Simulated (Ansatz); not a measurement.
`[BH]1[NH][SnH2]1` at its PBE0-D4/def2-TZVP geometry, where that method's forces vanish. Charge 0, multiplicity 1. Sn: def2 effective core potential.

```tsv
atom	x (Å)	y (Å)	z (Å)
B1	0.953	-0.835	0.131
N2	-0.161	-0.551	0.803
Sn3	-0.157	0.844	-0.864
H4	1.921	-1.520	0.070
H5	-0.614	-0.903	1.632
H6	-0.282	2.389	-0.124
H7	-1.661	0.575	-1.648
```

**Question.** For each bond, give half the difference of the two atoms' forces along it (eV/Å; positive pushes the atoms apart) under PBE-D4, r2SCAN-D4, B3LYP-D4, ωB97M-V in def2-TZVPP. (An estimate is asked.)

**Answer.** Computed: 
```json
{"bond": "B1–N2", "length (Å)": "1.332", "PBE-D4": "0.34", "r2SCAN-D4": "0.10", "B3LYP-D4": "0.00", "ωB97M-V": "0.05"}
{"bond": "B1–Sn3", "length (Å)": "2.246", "PBE-D4": "0.16", "r2SCAN-D4": "0.13", "B3LYP-D4": "0.31", "ωB97M-V": "0.18"}
{"bond": "B1–H4", "length (Å)": "1.187", "PBE-D4": "-0.10", "r2SCAN-D4": "-0.10", "B3LYP-D4": "-0.18", "ωB97M-V": "-0.18"}
{"bond": "N2–Sn3", "length (Å)": "2.173", "PBE-D4": "0.26", "r2SCAN-D4": "0.13", "B3LYP-D4": "0.29", "ωB97M-V": "0.05"}
{"bond": "N2–H5", "length (Å)": "1.008", "PBE-D4": "0.06", "r2SCAN-D4": "-0.02", "B3LYP-D4": "-0.04", "ωB97M-V": "-0.05"}
{"bond": "Sn3–H6", "length (Å)": "1.717", "PBE-D4": "0.11", "r2SCAN-D4": "-0.01", "B3LYP-D4": "0.00", "ωB97M-V": "-0.12"}
{"bond": "Sn3–H7", "length (Å)": "1.717", "PBE-D4": "0.11", "r2SCAN-D4": "-0.01", "B3LYP-D4": "0.00", "ωB97M-V": "-0.12"}
```

B3LYP here is the variant with VWN-RPA as its local correlation; programs differ in this.
